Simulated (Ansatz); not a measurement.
Reactions of `BrCCCCBr`.

Computed with Ansatz on PBE0-D4/def2-TZVP structures; ΔE is electronic, products minus reactants. CBS: MP2 limit from def2 TZ/QZ plus the TZ coupled-cluster correction, frozen cores. This one scheme is used for every species. DFT in def2-TZVPP. B3LYP here is the variant with VWN-RPA as its local correlation; programs differ in this. For Br outer-core shells are correlated without core-valence functions, which leaves a few kJ/mol of doubt a bond. Scalar relativity is left out up to krypton. Each species was taken in one conformer, which may not be the lowest.

| reaction | HF/CBS(def2) (kJ/mol) | PBE0-D4 (kJ/mol) | B3LYP-D4 (kJ/mol) | MP2/CBS(def2) (kJ/mol) | CCSD(T)/CBS(def2) (kJ/mol) |
| --- | --- | --- | --- | --- | --- |
| `BrCCCCBr` + HBr → `BrCCBr` + `CCBr` | 5 | 14 | 9 | 14 | 15 |
| `BrCCCCBr` + `C[SiH3]` → `C[SiH2]CBr` + `CCCBr` | -30 | -29 | -29 | -28 | -28 |
| `BrCCCCBr` + CH₄ → `CCCCBr` + `CBr` | 6 | 17 | 17 | 22 | 19 |
| `BrCCCCBr` + HCl → `ClCBr` + `CCCBr` | 38 | 44 | 41 | 49 | 49 |

Largest T1 diagnostic: 0.010, for `C[SiH3]`.
